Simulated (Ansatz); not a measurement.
One change: `FB[O][GeH3]` becomes `FBOC[SiH3]`.

Ansatz, PBE0-D4/def2-TZVP geometries, multiplicity 1. Each molecule was computed in one conformer, which needn't be the lowest.

Scalar relativity is left out up to krypton.

```json
{"property": "HOMO–LUMO gap (PBE0/def2-TZVPP) / eV", "`FB[O][GeH3]`": "9.24"}
{"property": "HOMO–LUMO gap (PBE/def2-TZVPP) / eV", "`FB[O][GeH3]`": "6.79"}
{"property": "HOMO–LUMO gap (ωB97M-V/def2-TZVPP) / eV", "`FB[O][GeH3]`": "13.38"}
{"property": "HOMO energy (PBE/def2-TZVPP) / eV", "`FB[O][GeH3]`": "-7.70"}
{"property": "LUMO energy (PBE/def2-TZVPP) / eV", "`FB[O][GeH3]`": "-0.91"}
{"property": "size of the dipole moment (B3LYP/def2-TZVPP) / D", "`FB[O][GeH3]`": "2.88"}
```

(1) What does the change do to each property? (An estimate is asked.)

## Answers

(1) Ansatz gave: 
| property | `FBOC[SiH3]` | shift |
| --- | --- | --- |
| HOMO–LUMO gap (PBE0/def2-TZVPP) / eV | 8.80 | -0.44 |
| HOMO–LUMO gap (PBE/def2-TZVPP) / eV | 6.49 | -0.30 |
| HOMO–LUMO gap (ωB97M-V/def2-TZVPP) / eV | 12.70 | -0.68 |
| HOMO energy (PBE/def2-TZVPP) / eV | -7.18 | 0.52 |
| LUMO energy (PBE/def2-TZVPP) / eV | -0.69 | 0.22 |
| size of the dipole moment (B3LYP/def2-TZVPP) / D | 1.30 | -1.58 |

With PBE0 the HOMO rises by 0.74 eV and the LUMO rises by 0.30 eV, so the gap narrows by about 0.44 eV. PBE moves the HOMO by 0.52 eV and ωB97M-V by 0.82 eV. Dipoles are sizes alone; their direction can turn.

B3LYP here is the variant with VWN-RPA as its local correlation; programs differ in this.
